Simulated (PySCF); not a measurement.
SMILES BCCC=C (C₄H₉B), GFN2-xTB optimised geometry.

```
14

B      1.37    -1.66     0.01
C      0.66    -0.26     0.00
C     -0.88    -0.26     0.00
C     -1.42     1.13     0.00
C     -2.18     1.64    -0.95
H      0.76    -2.66     0.03
H      2.54    -1.70    -0.01
H      1.01     0.31    -0.87
H      1.01     0.32     0.86
H     -1.25    -0.80    -0.87
H     -1.23    -0.79     0.89
H     -1.13     1.74     0.85
H     -2.54     2.66    -0.92
H     -2.47     1.06    -1.81
```

Density from PBE/def2-TZVP (PySCF) at that geometry.

Minimum of the electron density along straight lines between bonded atoms, close to the bond critical point (lines longer than 1.1 times the sum of covalent radii, or with two minima, are not listed):

```
bond    length / Å  ρ at the minimum / e bohr⁻³  ∇²ρ there / e bohr⁻⁵  position (fraction from the first atom)
------  ----------  ---------------------------  --------------------  ---------------------------------------
B1–C2        1.567                        0.189                 -0.34                                     0.34
C2–C3        1.536                   (withheld)            (withheld)                                     0.50
C3–C4        1.495                        0.260                 -0.66                                     0.49
C4–C5        1.320                   (withheld)                 -1.08                                     0.50
B1–H6        1.170                        0.193                 -0.38                                     0.44
B1–H7        1.170                        0.192                 -0.39                                     0.44
C2–H8        1.096                        0.267                 -0.86                                     0.64
C2–H9        1.096                        0.266                 -0.85                                     0.64
C3–H10       1.091                        0.278                 -0.93                                     0.64
C3–H11       1.094                        0.275                 -0.92                                     0.64
C4–H12       1.084                        0.283                 -0.98                                     0.64
C5–H13       1.077                        0.285                 -0.99                                     0.64
C5–H14       1.078                        0.284                 -0.99                                     0.64
```

### Question
Fill in the missing entries.

### Answer

- C2–C3, ρ at the minimum / e bohr⁻³: 0.236
- C2–C3, ∇²ρ there / e bohr⁻⁵: -0.54
- C4–C5, ρ at the minimum / e bohr⁻³: 0.357
